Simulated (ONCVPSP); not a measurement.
# Which change was made? (Fe, ONCV)

```json
{
 "Element": "iron",
 "Generator": "ONCVPSP 4.0.1",
 "Type": "optimised norm-conserving Vanderbilt (ONCV)",
 "Functional": "PBE",
 "Relativity": "scalar-relativistic",
 "Frozen core": "[Ne]",
 "Valence charge": "16",
 "Reference configuration": "3s2 3p6 3d6 4s2",
 "Partial waves": "3s+4s: rc 1.65 bohr, ncon 4, nbas 9, qcut 6.9 1/bohr, 2 projectors; 3p: rc 1.00 bohr, ncon 3, nbas 7, qcut 16.6 1/bohr, 2 projectors, debl 2.2 Ha; 3d: rc 1.30 bohr, ncon 4, nbas 9, qcut 10.2 1/bohr, 1 projector",
 "Local potential": "polynomial inside 0.90 bohr (lpopt 4, dvloc0 4 Ha)",
 "Core correction": "none"
}
```

In the p channel the program set the typed energies aside and used -2.207, 0.250 Ha.

Cutoffs, loose and tight: the cutoffs (Ha) at which the residual kinetic energy of the hardest occupied pseudo-wave falls to 1 and 0.1 mHa per electron. They do not see the model core or the augmentation charge, which bear on the density cutoff. Test errors are all-electron minus pseudo excitation energies from the reference, over the configurations 3s2 3p6 3d6 4s1; 3s2 3p6 3d6 4s0; 3s2 3p6 3d5 4s0; 3s2 3p5 3d6 4s2; variants that change the core or the reference have their own tests.

The base gives: outcome: generated, projector energies reset by the program; cutoff, loose: 74 Ha; cutoff, tight: 93 Ha; bound ghosts: none; GHOST(+) flags above zero: none; largest test error (meV): -81.

(1) After one change the result is: outcome: generated, projector energies reset by the program; cutoff, loose: 55 Ha; cutoff, tight: 72 Ha; bound ghosts: none; GHOST(+) flags above zero: none; largest test error (meV): -173. Which change was it?
A. all radii scaled by about 1.22 (s 2.02, p 1.22, d 1.58 bohr); local potential polynomial inside 1.10 bohr (lpopt 4, dvloc0 4 Ha)
B. all radii scaled by about 0.89 (s 1.46, p 0.88, d 1.16 bohr); local potential polynomial inside 0.80 bohr (lpopt 4, dvloc0 4 Ha)
C. all radii scaled by about 1.33 (s 2.20, p 1.32, d 1.72 bohr); local potential polynomial inside 1.20 bohr (lpopt 4, dvloc0 4 Ha)
D. all radii scaled by about 1.12 (s 1.86, p 1.12, d 1.46 bohr); local potential polynomial inside 1.02 bohr (lpopt 4, dvloc0 4 Ha)

## Answers

(1) A. The others give: all radii scaled by about 1.33 (s 2.20, p 1.32, d 1.72 bohr); local potential polynomial inside 1.20 bohr (lpopt 4, dvloc0 4 Ha) → outcome: generated, projector energies reset by the program; cutoff, loose: 37 Ha; cutoff, tight: 58 Ha; bound ghosts: none; GHOST(+) flags above zero: none; largest test error (meV): -230 | all radii scaled by about 1.12 (s 1.86, p 1.12, d 1.46 bohr); local potential polynomial inside 1.02 bohr (lpopt 4, dvloc0 4 Ha) → outcome: generated, projector energies reset by the program; cutoff, loose: 67 Ha; cutoff, tight: 85 Ha; bound ghosts: none; GHOST(+) flags above zero: none; largest test error (meV): -128 | all radii scaled by about 0.89 (s 1.46, p 0.88, d 1.16 bohr); local potential polynomial inside 0.80 bohr (lpopt 4, dvloc0 4 Ha) → outcome: generated, projector energies reset by the program; cutoff, loose: 77 Ha; cutoff, tight: 213 Ha; bound ghosts: none; GHOST(+) flags above zero: none; largest test error (meV): -47.
